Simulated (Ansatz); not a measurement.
Cartesian coordinates in Å:
```
N -0.987 1.948 -1.107
Si 0.643 1.574 -0.718
C 0.773 -0.277 -0.442
Si -0.177 -0.947 0.978
N -0.213 -2.635 1.017
F 0.416 -0.465 2.372
F -1.641 -0.292 0.952
H -1.207 2.832 -1.536
H -1.719 1.654 -0.478
H 1.200 2.249 0.492
H 1.474 1.992 -1.879
H 0.435 -0.770 -1.360
H 1.825 -0.543 -0.296
H -0.301 -3.179 0.176
H -0.521 -3.142 1.830
```

Charge 0, multiplicity 1.

(1) List the B3LYP/def2-TZVPP orbital energies in eV (the Gaussian-basis code of Ansatz). (Best estimate.)

## Answers

(1) Ansatz gave: Occupied: -1800.50, -1798.92, -671.32, -671.31, -389.34, -388.84, -276.45, -144.80, -143.40, -100.18, -100.14, -100.09, -98.73, -98.72, -98.70, -32.61, -32.06, -23.60, -23.05, -19.40, -15.29, -14.29, -13.95, -13.49, -13.36, -13.12, -12.49, -11.95, -11.76, -11.52, -11.23, -10.56, -10.09, -9.21, -8.78, -7.88, -7.09. Lowest empty: 0.30, 0.46, 1.13, 1.55, 1.79, 1.89, 2.26, 2.47.

B3LYP here is the variant with VWN-RPA as its local correlation; programs differ in this.
